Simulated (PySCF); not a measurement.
Run record: geometry optimisation, `P[SiH2]C#[C][GeH3]`.

Method: PBE0-D3(BJ)/def2-SVP geometry optimisation, gas phase (PySCF 2.14.0). Start geometry: GFN2-xTB. A driver script takes a list of jobs; this job's settings line and coordinates (Å) are shown.

Command:
```bash
OMP_NUM_THREADS=1 python probes_run.py task.json out
```

Input:
```
{"job": {"xc": "PBE0", "basis": "def2-SVP", "d3": "d3bj", "grid": 1, "shake": 0.01, "kind": "geom"}, "charge": 0, "multiplicity": 1}
P     -3.101950     0.501290     0.722660
Si    -1.878340    -0.649410    -0.736820
C     -0.082590    -0.375340    -0.454800
C      1.137520    -0.149570    -0.204850
Ge     2.931580     0.173760     0.142680
H     -2.375370     0.201910     1.829770
H     -2.431170     1.715000     0.540820
H     -2.152220    -2.061500    -0.541300
H     -2.202970    -0.176400    -2.066850
H      3.542580    -1.053440     0.739540
H      3.032660     1.301600     1.136330
H      3.619950     0.543830    -1.116210
```

Output:
```
step   0  E = -2787.07650748  max force = 0.088329
step   1  E = -2787.08556510  max force = 0.010693
step   2  E = -2787.08613565  max force = 0.005058
step   3  E = -2787.08674745  max force = 0.004299
step   4  E = -2787.08695005  max force = 0.002671
step   5  E = -2787.08703460  max force = 0.000784
step   6  E = -2787.08704810  max force = 0.000411
optimisation converged
```

Energies in Eh; «max force» is the largest Cartesian gradient component in Eh/bohr.

Task: Give the first gradient maximum in eV/Å.

Result: With 1 Eh/bohr = 51.422 eV/Å, 4.542 eV/Å.

Main results: final energy -2787.08705 Eh after 6 steps; dipole 1.36 D.

Task: Where do the atoms end?

Result: 0.047 Å rms from the input after alignment:
```
atom  x, y, z in Å
P1    -3.1380    0.6105    0.7609
Si2   -1.8879   -0.5949   -0.6917
C3    -0.0897   -0.3615   -0.4223
C4     1.1014   -0.1728   -0.2075
Ge5    2.9543    0.1179    0.1149
H6    -2.3611    0.1979    1.8877
H7    -2.3694    1.7971    0.5534
H8    -2.2307   -2.0368   -0.5222
H9    -2.2385   -0.1670   -2.0772
H10    3.5570   -1.1627    0.7094
H11    3.1035    1.2843    1.1025
H12    3.6378    0.4588   -1.2169
```

Task: Estimate the wall time. Hardware: an Arm Neoverse V2 with one thread, no GPU (shared host). And the peak memory of the process?

Result: About 52 s, with 0.54 GiB resident at the peak, the Python interpreter and its libraries included.
Labels such as C1 count atoms from 1, the log's own numbers from 0.
